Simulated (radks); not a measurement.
Results of a calculation; reference values are marked as such.
Q: Ionisation of the mercury ion Hg+, [Xe] 4f14 5d10 6s1, to Hg2+, [Xe] 4f14 5d10, under several functionals. Scalar-relativistic Kohn-Sham, spin-polarised, spherical densities, finite nucleus; open shells are filled with parallel spins first (spin-orbit coupling, left out, can overturn this in heavy ions); a radial shooting solver on a logarithmic mesh with Libxc functionals. The NIST Atomic Spectra Database gives 18.757 eV (measured). Rank these functionals by the error of their Delta-SCF ionisation energy: exchange-only r2SCAN; XLYP; PBEsol; MS2 meta-GGA; exchange-only PBE; TASK exchange with Perdew-Wang LDA correlation; SOGGA; r2SCAN.

A: From best to worst: MS2 meta-GGA 18.993 eV (+0.236); exchange-only PBE 18.466 eV (-0.291); r2SCAN 19.091 eV (+0.334); SOGGA 19.091 eV (+0.334); TASK exchange with Perdew-Wang LDA correlation 19.096 eV (+0.340); PBEsol 19.220 eV (+0.463); XLYP 19.257 eV (+0.500); exchange-only r2SCAN 18.052 eV (-0.705).
